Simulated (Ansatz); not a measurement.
Cartesian coordinates in Å:
```
Si -1.0475 -0.1630 1.3934
O 0.3314 -0.3159 0.5522
Zn 1.0677 -0.2148 -1.0454
S 2.0361 -0.1538 -2.9580
H -1.3943 1.2718 1.6057
H -2.1969 -0.8035 0.6891
H -0.8922 -0.8108 2.7234
H 2.0957 1.1900 -2.9604
```

Total charge 0; spin multiplicity 1.

(1) List the CAM-B3LYP/def2-TZVPP orbital energies in eV (Ansatz 0.2.0). (Estimate.)

## Answers

(1) Computed: Occupied: -9452.69, -2419.94, -1801.04, -1151.75, -1015.20, -1015.18, -1015.10, -522.08, -217.97, -162.55, -162.47, -162.36, -145.52, -134.72, -100.87, -100.84, -100.83, -91.02, -90.99, -90.87, -28.22, -22.04, -17.71, -17.05, -16.99, -16.91, -16.91, -15.80, -13.02, -12.88, -11.97, -11.93, -10.66, -9.92, -9.80, -9.00. Lowest empty: -0.36, 0.39, 0.75, 1.52, 2.22, 2.71, 3.07, 3.12.
